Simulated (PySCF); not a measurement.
F5Te, SMILES F[Te](F)(F)(F)F, multiplicity 2.

Coordinates come from a B3LYP-D3(BJ)/def2-SVP optimisation. The isomer is the one that the SMILES or the coordinates give; other isomers of the formula were not compared. The def2 effective core potentials stand for the cores of Te; spin–orbit coupling is left out.

These are TDA-PBE/def2-SVPD (PySCF) values and carry that method's errors.

Vertical excitations; the highest root listed may be one member of a degenerate set. 

Computed UV-visible absorptions:
```json
[
 {"state": "root 1", "energy (eV)": "2.30", "λ (nm)": "539", "f": "0.000", "main pairs": "β HOMO→LUMO 100 %"},
 {"state": "root 2", "energy (eV)": "2.70", "λ (nm)": "460", "f": "0.001", "main pairs": "β HOMO−1→LUMO (degenerate set)"},
 {"state": "root 3", "energy (eV)": "2.70", "λ (nm)": "460", "f": "0.001", "main pairs": "β HOMO−2→LUMO (degenerate set)"},
 {"state": "root 4", "energy (eV)": "2.86", "λ (nm)": "434", "f": "0.000", "main pairs": "β HOMO−3→LUMO 94 %"},
 {"state": "root 5", "energy (eV)": "2.88", "λ (nm)": "431", "f": "0.005", "main pairs": "β HOMO−4→LUMO (degenerate set)"},
 {"state": "root 6", "energy (eV)": "2.88", "λ (nm)": "431", "f": "0.005", "main pairs": "β HOMO−5→LUMO (degenerate set)"},
 {"state": "root 7", "energy (eV)": "3.27", "λ (nm)": "379", "f": "0.005", "main pairs": "β HOMO−6→LUMO 99 %"},
 {"state": "root 8", "energy (eV)": "3.61", "λ (nm)": "344", "f": "0.000", "main pairs": "β HOMO−10→LUMO 100 %"},
 {"state": "root 9", "energy (eV)": "3.76", "λ (nm)": "330", "f": "0.016", "main pairs": "β HOMO−8→LUMO (degenerate set)"},
 {"state": "root 10", "energy (eV)": "3.76", "λ (nm)": "330", "f": "0.016", "main pairs": "β HOMO−9→LUMO (degenerate set)"}
]
```
Unrestricted roots are not spin-pure.
